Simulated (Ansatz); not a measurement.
Computed with Ansatz on PBE0-D4/def2-TZVP structures; ΔE is electronic, products minus reactants. CCSD(T)/CBS is the MP2 limit (def2-TZVPP, def2-QZVPP) plus CCSD(T) − MP2 in def2-TZVPP, frozen cores. Double bonds are as drawn, so ΔE can hold a change between cis and trans. Functionals use def2-TZVPP. One conformer a species, not always the lowest.

`C/C=[C](\N)[AlH2]` + `C[Si](O)(F)Cl` → `C[Si](F)(Cl)[O][AlH2]` + `C/C=C/N`  (ligand exchange at the Al–C bond)

```json
{"level": "PBE", "ΔE (kcal/mol)": "-33.5"}
{"level": "r2SCAN", "ΔE (kcal/mol)": "-36.3"}
{"level": "SCS-MP2/def2-TZVPP", "ΔE (kcal/mol)": "-38.5"}
{"level": "CCSD/def2-TZVPP", "ΔE (kcal/mol)": "-38.6"}
{"level": "MP2/def2-QZVPP", "ΔE (kcal/mol)": "-37.1"}
{"level": "HF/CBS(def2)", "ΔE (kcal/mol)": "-43.6"}
{"level": "MP2/CBS(def2)", "ΔE (kcal/mol)": "-36.9"}
{"level": "CCSD/CBS(def2)", "ΔE (kcal/mol)": "-38.4"}
```

Q: What does CCSD(T)/CBS give? (Estimate.)

A: The calculation gave: -37.2 kcal/mol. The listed levels differ from it by 3.7, 0.9, -1.3, -1.4, 0.1, -6.4, 0.3, -1.2 kcal/mol.

Largest T1 diagnostic among the species: 0.011.

In def2-TZVPP, CCSD(T) changes the Hartree–Fock value by +5.7 kcal/mol (the triples alone add +1.2 kcal/mol) and MP2 by +6.0 kcal/mol. From PBE to PBE0 (25 % exact exchange), in def2-TZVPP and without D4, ΔE moves by −1.6 kcal/mol. The D4 term adds +0.8 kcal/mol with B3LYP and +0.3 kcal/mol with PBE0; it sums over pairs of atoms, weighted by their polarisabilities, and B3LYP, whose exchange is more repulsive, gets the larger term.

B3LYP here is the variant with VWN-RPA as its local correlation; programs differ in this.
